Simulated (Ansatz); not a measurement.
The cluster Au4Cl3. The state is a doublet with charge 0. Geometry r2SCAN-D4/def2-SVP.

| atom | x (Å) | y (Å) | z (Å) |
| --- | --- | --- | --- |
| Au1 | -1.590 | -0.310 | -1.445 |
| Au2 | 1.423 | -0.804 | -0.563 |
| Au3 | 1.194 | 0.995 | 2.420 |
| Au4 | -0.982 | 0.942 | 1.055 |
| Cl5 | 0.168 | -1.500 | -2.456 |
| Cl6 | 2.907 | -0.275 | 1.170 |
| Cl7 | -3.120 | 0.951 | -0.180 |

In the def2 sets Au takes a core potential; there is no spin–orbit coupling. B3LYP takes the VWN-RPA correlation. The structure comes from a short search, and lower isomers may exist.

Question: Estimate the α-spin orbital energies around the gap (eV) in Ansatz with PBE-D4/def2-TZVP, BLYP-D4/def2-TZVP, r2SCAN-D4/def2-TZVP, B3LYP-D4/def2-TZVP, r2SCAN0-D4/def2-TZVP.

Answer: 
```
orbital  PBE-D4/def2-TZVP  BLYP-D4/def2-TZVP  r2SCAN-D4/def2-TZVP  B3LYP-D4/def2-TZVP  r2SCAN0-D4/def2-TZVP
HOMO−13             -7.96              -7.79                -8.33               -9.23                 -9.80
HOMO−12             -7.90              -7.75                -8.22               -9.14                 -9.71
HOMO−11             -7.88              -7.72                -8.20               -9.13                 -9.68
HOMO−10             -7.76              -7.60                -8.07               -8.96                 -9.47
 HOMO−9             -7.60              -7.44                -7.92               -8.84                 -9.41
 HOMO−8             -7.58              -7.42                -7.89               -8.82                 -9.39
 HOMO−7             -7.47              -7.31                -7.80               -8.75                 -9.30
 HOMO−6             -7.37              -7.22                -7.67               -8.50                 -9.00
 HOMO−5             -7.28              -7.13                -7.57               -8.43                 -8.90
 HOMO−4             -7.04              -6.89                -7.32               -8.19                 -8.68
 HOMO−3             -7.03              -6.88                -7.27               -7.99                 -8.40
 HOMO−2             -6.86              -6.70                -7.12               -7.94                 -8.40
 HOMO−1             -6.57              -6.42                -6.80               -7.56                 -7.98
   HOMO             -6.20              -6.02                -6.51               -6.94                 -7.41
   LUMO             -3.51              -3.40                -3.41               -2.97                 -2.70
 LUMO+1             -2.95              -2.84                -2.75               -2.20                 -1.83
 LUMO+2             -2.51              -2.41                -2.30               -1.74                 -1.35
 LUMO+3             -1.56              -1.48                -1.36               -1.22                 -0.93
 LUMO+4             -1.18              -1.07                -0.91               -0.66                 -0.30
 LUMO+5             -0.48              -0.42                -0.17               -0.10                  0.31
 β HOMO             -6.51              -6.37                -6.73               -7.48                 -7.88
 β LUMO             -5.64              -5.54                -5.53               -5.06                 -4.71
```
